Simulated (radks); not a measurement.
Results of a calculation; reference values are marked as such.
Radial electron density D(r) = 4 pi r^2 rho(r) of an atom or ion with 41.5 electrons. Level of theory: scalar-relativistic Kohn-Sham, PBE, spin-unpolarised, spherical densities, finite nucleus; Fermi nuclear charge, rms radius of each element as measured or else 0.836 A^(1/3) + 0.57 fm (a radial shooting solver on a logarithmic mesh with Libxc functionals).

```
   r/bohr * D(r) (the largest magnitude, 65.5, reaches the edge; | marks zero)
 0.004363 |        *
 0.005039 |          *
 0.005866 |            *
 0.006775 |               *
 0.007824 |                   *
 0.009036 |                      *
  0.01044 |                          *
  0.01205 |                               *
  0.01392 |                                   *
  0.01607 |                                      *
  0.01856 |                                         *
  0.02144 |                                           *
  0.02476 |                                            *
  0.02859 |                                           *
  0.03302 |                                         *
  0.03814 |                                       *
  0.04405 |                                     *
  0.05087 |                                     *
  0.05875 |                                      *
  0.06785 |                                          *
  0.07835 |                                               *
  0.09049 |                                                   *
   0.1045 |                                                      *
   0.1217 |                                                     *
   0.1405 |                                                *
   0.1623 |                                          *
   0.1874 |                                    *
   0.2164 |                                 *
   0.2499 |                                   *
   0.2887 |                                       *
   0.3334 |                                         *
    0.385 |                                       *
   0.4446 |                                 *
   0.5135 |                        *
    0.593 |                *
   0.6849 |           *
   0.7909 |         *
   0.9135 |         *
    1.055 |         *
    1.218 |        *
    1.407 |      *
    1.625 |    *
    1.877 |  *
    2.167 | *
    2.523 |*
    2.914 |*
    3.365 |*
    3.886 *
    4.488 *
    5.183 *
    5.986 *
    6.913 *
    7.984 *
    9.221 *
    10.65 *
```

What is the nuclear charge?

Answer. Z = 42. The innermost maximum, from 1s, lies near gamma/Z bohr with gamma = sqrt(1 - (Z/c)^2) = 0.952, here 0.0227 bohr (found: 0.0248), and its height grows with Z. The density is that of the molybdenum ion Mo0.5+ in [Kr] 4d4 5s1.5; the configuration itself is not fixed sharply by these data, and Z only to a few units. D(r) has 4 maxima, at r = 0.0248, 0.109, 0.341, 0.982 bohr, and minima at 0.0497, 0.220, 0.850 bohr, inside which lie 2.03, 11.10, 29.36 electrons.
